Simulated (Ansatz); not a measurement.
Cost and result for the atomization energy of C$_{2}$H$_{7}$BOS (`COB(C)S`) (12 atoms, 11 bonds).

Cartesian coordinates in Å:
```
C 0.3724 -2.0192 0.2859
O 0.5026 -0.6579 0.6399
B -0.0755 0.3390 -0.0681
C 0.1233 1.8199 0.4020
S -1.0660 -0.0951 -1.5457
H 0.9368 -2.6062 1.0098
H -0.6757 -2.3315 0.3108
H 0.7732 -2.2038 -0.7152
H 0.5887 2.4244 -0.3822
H -0.8368 2.2924 0.6303
H 0.7511 1.8719 1.2935
H -1.3942 1.1661 -1.8610
```

Total charge 0; spin multiplicity 1. Geometry: relaxed with PBE0-D4/def2-TZVP. It is one conformer, not always the lowest. Program: Ansatz. All runs use 4 threads of an AMD EPYC 9B14 on a shared host. Times are those of one run each, without the atoms' runs, and a repeat can differ threefold. Electronic energies, without spin–orbit coupling; frozen cores. CCSD(T)/CBS adds CCSD(T) − MP2 in def2-TZVPP to the MP2 limit, and its time is that of the two runs behind it. T1 = 0.012. HSE06 is the plane-wave form, built on full-range PBE exchange.

CCSD(T)/CBS is a level of theory with its own doubt, some kJ/mol a heavy atom from the limit and from the frozen cores, so smaller differences don't rank the functionals.

| level | functions | wall time |
| --- | --- | --- |
| BLYP-D4/def2-TZVPP | 264 | 1.5 s |
| BHLYP-D4/def2-TZVPP | 264 | 2.1 s |
| HSE06-D4/def2-TZVPP | 264 | 2.1 s |
| CAM-B3LYP-D4/def2-TZVPP | 264 | 2.4 s |
| r2SCAN-D4/def2-TZVPP (with forces) | 264 | 3 s |
| r2SCANh-D4/def2-TZVPP | 264 | 3.2 s |
| PBE-QIDH/def2-TZVPP | 264 | 3.7 s |
| B2PLYP/def2-TZVPP | 264 | 3.8 s |
| CCSD(T)/def2-SVP | 109 | 3.8 s |
| B97M-V/def2-TZVPP | 264 | 4.9 s |
| MP2/def2-QZVPP | 508 | 15 s |
| CCSD(T)/def2-TZVPP | 264 | 100 s |
| CCSD(T)/CBS(def2) | – | 120 s |

(1) What atomization energy does each give, and how far from CCSD(T)/CBS? (Estimate.)

Results:

(1) Computed: 
```csv
level,atomization (kJ/mol),difference from CCSD(T)/CBS,per bond
BLYP-D4/def2-TZVPP,4643.3,-3.1,-0.3
BHLYP-D4/def2-TZVPP,4536.7,-109.7,-10.0
HSE06-D4/def2-TZVPP,4678.1,31.7,2.9
CAM-B3LYP-D4/def2-TZVPP,4676.6,30.2,2.7
r2SCAN-D4/def2-TZVPP (with forces),4682.0,35.6,3.2
r2SCANh-D4/def2-TZVPP,4656.2,9.8,0.9
PBE-QIDH/def2-TZVPP,4638.2,-8.2,-0.8
B2PLYP/def2-TZVPP,4609.4,-37.0,-3.4
CCSD(T)/def2-SVP,4443.6,-202.8,-18.4
B97M-V/def2-TZVPP,4682.6,36.2,3.3
MP2/def2-QZVPP,4673.9,27.5,2.5
CCSD(T)/def2-TZVPP,4539.3,-107.1,-9.7
CCSD(T)/CBS(def2),4646.4,0.0,0.0
```

From PBE to PBE0 (25 % exact exchange), in def2-TZVPP and without D4, the atomization energy moves by −68.5 kJ/mol: exact exchange takes away binding that semilocal exchange gives to molecules. In def2-TZVPP, CCSD(T) changes the Hartree–Fock value by +1062.6 kJ/mol (the triples alone add +63.8 kJ/mol) and MP2 by +1134.5 kJ/mol; breaking electron pairs costs correlation energy, which Hartree–Fock lacks. The D4 term adds +37.2 kJ/mol with B3LYP and +19.6 kJ/mol with PBE0; it sums over pairs of atoms, weighted by their polarisabilities, and B3LYP, whose exchange is more repulsive, gets the larger term.

B3LYP here is the variant with VWN-RPA as its local correlation; programs differ in this.
